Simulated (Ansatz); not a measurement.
Geometry optimisation, DFT PBE, scalar-relativistic, plane waves, PAW in Ansatz 0.2.0.

Input:

```yaml
accuracy: low
crystal:
  lattice:
    - [5.32, 0.0, 0.0]
    - [-3.99, 6.910883, 0.0]
    - [0.0, 0.0, 4.93696]
  atoms:
    - { symbol: Zn, position: [0.0, 0.0, 0.0] }
    - { symbol: Zn, position: [0.1666667, 0.2222222, 0.5] }
    - { symbol: Zn, position: [0.0, 0.3333333, 0.0] }
    - { symbol: Zn, position: [0.1666667, 0.5555556, 0.5] }
    - { symbol: Zn, position: [0.0, 0.6666667, 0.0] }
    - { symbol: Zn, position: [0.1666667, 0.8888889, 0.5] }
    - { symbol: Zn, position: [0.5, 0.0, 0.0] }
    - { symbol: Zn, position: [0.6666667, 0.2222222, 0.5] }
    - { symbol: Zn, position: [0.5, 0.3333333, 0.0] }
    - { symbol: Zn, position: [0.6666667, 0.5555556, 0.5] }
    - { symbol: Zn, position: [0.5, 0.6666667, 0.0] }
    - { symbol: Zn, position: [0.6666667, 0.8888889, 0.5] }
    - { symbol: F, position: [0.3346095, 0.4428845, 0.246066] }
basis:
  ecutwfc: 420.0
kpoints:
  mp_grid: { grid: [2, 2, 2] }
hamiltonian:
  xc: pbe
scf:
  occupations: { method: fermi_dirac, width: 0.1 }
  lower_state_search: "off"
relax:
  f_tol: 0.08
  max_steps: 25
  adjacent_minimum: "off"
```

Run as:

```bash
$ ansatz run input.yaml --threads 1 --pin off --max-ram 3072MiB --backend cpu --events-out ev --progress --plain --runs-dir out
```

Question: Where does it end, and by what steps?

Answer: The run converged. Limits of this set-up: coarse k mesh, odd electron count without spin, low accuracy level. After 4 steps the energy has fallen by 2.712 eV; Zn9 moved furthest, 0.42 Å. Parted: Zn2–F13 (1.97 → 2.35 Å), Zn4–F13 (2.00 → 2.34 Å), Zn9–F13 (1.95 → 2.32 Å), Zn11–F13 (1.97 → 2.35 Å).

```json
{"step": "0", "energy less start (eV)": "0.0000", "largest force component (eV/Å)": "2.805", "accepted": "yes"}
{"step": "1", "energy less start (eV)": "-1.7084", "largest force component (eV/Å)": "1.441", "accepted": "yes"}
{"step": "2", "energy less start (eV)": "-2.5872", "largest force component (eV/Å)": "0.273", "accepted": "yes"}
{"step": "3", "energy less start (eV)": "-2.6840", "largest force component (eV/Å)": "0.223", "accepted": "yes"}
{"step": "4", "energy less start (eV)": "-2.7120", "largest force component (eV/Å)": "0.057", "accepted": "yes"}
```

```xyz
13
Lattice="5.3200 0.0000 0.0000 -3.9900 6.9109 0.0000 0.0000 0.0000 4.9370" Properties=species:S:1:pos:R:3
Zn 0.050 0.016 0.214
Zn -0.084 1.310 2.794
Zn -1.415 2.196 -0.134
Zn -1.456 3.885 2.848
Zn -2.628 4.623 0.232
Zn -2.663 6.158 2.590
Zn 2.665 -0.012 -0.140
Zn 2.628 1.523 2.226
Zn 1.461 2.252 -0.393
Zn 1.412 3.961 2.617
Zn 0.073 4.825 -0.314
Zn -0.051 6.123 2.253
F 0.021 3.059 1.232
```

Time of the run: 12 s on 1 thread of AMD EPYC 9R45 96-Core Processor (Zen 5), with other jobs on the host, peak memory 0.54 GiB.
